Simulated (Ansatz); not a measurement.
Species: C₃H₁₀GeN, net charge 0, doublet state. It need not be the lowest isomer of its formula. 
Geometry from a B3LYP-D3(BJ)/def2-TZVP (Ansatz, a first-principles code) optimisation:
SMILES: CC[N](C)[GeH2]
```xyz
15

C     -2.3573    -0.2279    -0.2076
C     -1.4921     0.9518     0.1995
N     -0.0721     0.7831    -0.0679
C      0.6900     1.9730     0.2630
Ge     0.8060    -0.8659    -0.0130
H     -2.2272    -0.4660    -1.2637
H     -3.4075     0.0123    -0.0357
H     -2.1222    -1.1210     0.3741
H     -1.8231     1.8461    -0.3446
H     -1.6522     1.1738     1.2662
H      1.7491     1.8178     0.0620
H      0.3485     2.8150    -0.3500
H      0.5750     2.2645     1.3159
H      0.0464    -1.7927    -1.0092
H      2.1818    -0.5036    -0.6531
```
Charge 0, spin multiplicity 2.

Computed values are from Ansatz. Correlated levels leave the core frozen unless marked. Open shells are spin-unrestricted. Spin-orbit coupling is left out. The frozen core is the preceding noble-gas configuration, with the filled d and f shells of earlier blocks. No relativistic terms. CBS(X,Y): correlation extrapolated as X^-3; Hartree-Fock from the larger set.

The atomisation energy De comes out as 1259.5 kcal/mol at CCSD(T)/CBS(cc-pVTZ,cc-pVQZ). The total energy is -2250.3396 Eh at CCSD(T)/CBS(cc-pVTZ,cc-pVQZ) and the dipole moment is 1.37 D at CCSD(T)/aug-cc-pVDZ. The T1 diagnostic comes out as 0.016 at CCSD/cc-pVQZ.
